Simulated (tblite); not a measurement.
Compound: C7H11O (doublet state).
SMILES with atom numbers: `[CH2:1][CH2:2][C@:3]12[CH2:4][C@:5]([OH:6])([CH2:7]1)[CH2:8]2` (hydrogens: H9, H10 on C1; H11, H12 on C2; H13, H14 on C4; H15 on O6; H16, H17 on C7; H18, H19 on C8)

Computed geometry: GFN2-xTB, gas phase. This method treats the open shell by occupation alone, without spin polarisation.

Q: List the bond lengths, angles and torsions at this level.

A: 
| bond | length (pm) | order |
| --- | --- | --- |
| C1–C2 | 147.1 | single |
| C2–C3 | 152.4 | single |
| C3–C4, C3–C7, C3–C8 | 154.3 | single |
| C4–C5, C5–C7 | 154.4 | single |
| C5–O6 | 137.9 | single |
| C5–C8 | 153.5 | single |
| C1–H9, C1–H10 | 107.2 | single |
| C2–H11, C2–H12 | 109.4 | single |
| C4–H13 and 5 like bonds | 108.7 | single |
| O6–H15 | 96.4 | single |

Bonds in one row agree within 1 pm and their mean is given. Orders are formal, as drawn. A selection of angles:
| angle | degrees |
| --- | --- |
| C2–C1–H9 | 120.4 |
| H9–C1–H10 | 118.5 |
| C1–C2–C3 | 112.1 |
| C1–C2–H11 | 110.6 |
| C3–C2–H11 | 107.2 |
| H11–C2–H12 | 109.0 |
| C2–C3–C4 | 127.2 |
| C2–C3–C8 | 126.3 |
| C4–C3–C7 | 87.9 |
| C3–C4–C5 | 73.6 |
| C3–C4–H13 | 116.8 |
| C5–C4–H13 | 117.0 |
| H13–C4–H14 | 111.2 |
| C4–C5–O6 | 128.0 |
| C4–C5–C7 | 87.7 |
| O6–C5–C8 | 124.3 |
| C5–O6–H15 | 109.2 |

Dihedral angles: C1–C2–C3–C4 60° (synclinal); C2–C3–C4–C5 179° (antiperiplanar); C3–C4–C5–O6 -177° (antiperiplanar); C4–C5–C7–C3 -44° (synclinal); C4–C5–C8–C3 44° (synclinal); C2–C3–C7–C5 -179° (antiperiplanar); C2–C3–C8–C5 180° (antiperiplanar); H15–O6–C5–C4 -62° (synclinal).

The 4-membered ring C3–C7–C5–C8 has internal angles of 73.6° to 87.9° (sum 323°, against 360° for a flat polygon); it is puckered, 0.31 Å rms from its mean plane, widest ring torsion 44°. C1 (carbon bonded to C and 2 H) is almost planar (angles 120.4°, 120.3° and 118.5°, sum 359.2°, 0.06 Å off the plane of its three neighbours). The 4-membered ring C3–C4–C5–C7 has internal angles of 73.6° to 87.9°; it is puckered, 0.31 Å rms from its mean plane, widest ring torsion 44°. The C–C distances run from 1.471 Å (C1–C2, drawn single) to 1.545 Å (C3–C8, drawn single), a spread of 0.074 Å. Of the pairs four or more bonds apart, H16···H19 is among the closest relative to their van der Waals radii: 2.30 Å, 96 % of the sum of Bondi's values. The 4-membered ring C3–C4–C5–C8 has internal angles of 73.6° to 87.9° (sum 323°, against 360° for a flat polygon); it is puckered, 0.31 Å rms from its mean plane, widest ring torsion 44°. O6 (oxygen bonded to C and H) is bent (angle 109.2°).

Point group: Cs (tolerance 0.08 Å). Its GFN2-xTB frequencies are all real (lowest 67 cm⁻¹). Torsions: H–C1–C2–C3 -85° and 85°, C1–C2–C3–C4 60°, C4–C5–O6–H -62°. 2 starts were optimised and ended at 0.00 and 0.04 kcal/mol (GFN2-xTB); the lowest of these is shown.

Hardware: one thread, Arm Neoverse V2 (aarch64), no GPU, shared host with 96 logical CPUs at a one-minute load of 42. Cost: 0.12 s wall. These figures are those of the optimisation.

One conformer stands for the species.
